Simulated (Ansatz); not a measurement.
Two structures, one formula

The two ends of one reaction step of GaPH₅Br, closed shell (PBE0-D4/def2-TZVP).

A:

```tsv
atom	x (Å)	y (Å)	z (Å)
Ga1	-0.7610	-0.5686	-1.0866
Br2	0.9820	0.4034	-2.3513
H3	-0.6183	-2.1157	-0.9159
H4	-2.0916	0.2504	-1.1258
H5	0.5614	1.6968	0.9865
P6	0.3488	0.3059	1.0017
H7	1.6778	-0.1291	1.1579
H8	-0.0991	0.1569	2.3336
```

B:

Ga1  (-0.817, -0.816, -0.421)
Br2  (0.823, 1.180, -1.824)
H3  (-0.161, -2.016, -1.189)
H4  (-2.162, -0.163, -0.895)
H5  (1.395, 1.599, -0.589)
P6  (-0.111, -0.399, 1.760)
H7  (1.279, -0.399, 1.466)
H8  (-0.246, 1.013, 1.691)
(Å)

Computed with Ansatz 0.2.0 (basis: def2-TZVPP); correlated methods freeze the cores. Filled d shells of the heavier atoms are correlated. The def2 sets are not built for correlating such inner shells, so the correlated values are less sure here. B3LYP uses VWN-RPA correlation.

Problem. Which structure is lower at CCSD(T), and by how much? (An estimate is asked for; the value comes from the calculation.)

Solution. Computed: A, by 30.79 kcal/mol (electronic energy, against the other). By their contacts, A is GaPH₅Br ([PH3][GaH2][Br]) and B is GaPH₅Br ([PH2][GaH2][BrH]).

All methods give the same order:

| method | E(B) − E(A) (kcal/mol) |
| --- | --- |
| SPW92 | 30.00 |
| PBE-D4 | 29.26 |
| BLYP-D4 | 29.45 |
| r2SCAN-D4 | 31.87 |
| B97M-V | 28.46 |
| PBE0-D4 | 31.50 |
| B3LYP-D4 | 31.32 |
| r2SCAN0-D4 | 33.09 |
| BHLYP-D4 | 34.24 |
| CAM-B3LYP-D4 | 32.15 |
| wB97X-V | 32.35 |
| wB97M-V | 30.71 |
| B2PLYP | 31.77 |
| PBE-QIDH | 33.18 |
| RPA on PBE | 29.09 |
| HF | 36.84 |
| MP2 | 32.11 |
| CCSD | 31.35 |
| CCSD(T) | 30.79 |

T1 diagnostic: at most 0.012.

Labels in which every atom is bracketed show which atoms are joined, not bond orders.

For scale, one of the runs: CCSD(T)/def2-TZVPP, 208 basis functions (an equivalent command: `ansatz run in.yaml --threads 4`). Hardware: 4 CPU threads, shared host. Wall time 110 s; peak host memory 2.7 GiB.
